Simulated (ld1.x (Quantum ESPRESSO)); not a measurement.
Pseudopotential generation for Al: TM, PBEsol, scalar-relativistic.

| Item | Value |
| --- | --- |
| Element | Al |
| Generator | ld1.x (Quantum ESPRESSO) 7.5 |
| Type | norm-conserving Troullier–Martins (Kleinman–Bylander form) |
| Functional | PBEsol |
| Relativity | scalar-relativistic |
| Frozen core | [Ne] |
| Valence charge | 3 |
| Reference configuration | 3s1 3p0 (charge +2) |
| Partial waves | 3s (bound): rc 1.45 bohr; 3p (bound, empty): rc 1.70 bohr; 3d channel at 0.1 Ry: rc 1.60 bohr |
| Local potential | all-electron potential smoothed inside 1.45 bohr (lloc = -1) |
| Core correction | Bessel-smoothed model core inside 1.40 bohr |

What the tests gave:

| Quantity | Value |
| --- | --- |
| Cutoffs needed | 30 Ry and 70 Ry (the cutoffs (Ry, on a coarse ladder) from which the occupation-weighted sum of valence levels, in a spherical-Bessel basis at the reference potential, stays within 10 and 1 mRy of its value at 400 Ry) |
| Ghost test | no extra level below or beside the all-electron valence levels (s, p, d, f tested) (spherical-Bessel basis up to 400 Ry, 20 bohr box) |
| Largest excitation error | +46 meV (all-electron minus pseudo) for 3s2 3p1.3, out of 7 test configurations |

Generation and tests took about 0.93 s on one core of a shared server CPU.
